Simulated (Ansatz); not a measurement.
System: sum formula H$_{2}$BO, net charge 0, doublet state. It need not be the lowest isomer of its formula. 
Geometry from a B3LYP-D3(BJ)/def2-TZVP (Ansatz, a first-principles code) optimisation:
```xyz
4

B     -0.7319     0.1970     0.2269
O      0.4516    -0.3244    -0.0878
H     -1.0577     1.3406     0.0563
H      1.1043     0.2699    -0.4882
```
Charge 0, spin multiplicity 2.

Parts of the frozen-core correlation energy in cc-pVDZ (Ansatz, hartree). Frozen orbitals: 2; correlated occupied orbitals by spin: 6 and 5; virtual: 30 and 31. Open shells are spin-unrestricted. Spin-orbit coupling is left out. Non-relativistic.

| term | value |
|---|---|
| reference (HF) | -100.69218 |
| MP2 opposite-spin | -0.19039 |
| MP2 same-spin | -0.06338 |
| CCSD correlation | -0.27092 |
| (T) | -0.00630 |
| CCSDT minus CCSD(T) | -0.00054 |
| CCSDT(Q) minus CCSD(T) | -0.00117 |
| T1 diagnostic | 0.017 |
| largest doubles amplitude | 0.045 |
| <S^2> of the reference | 0.754 |
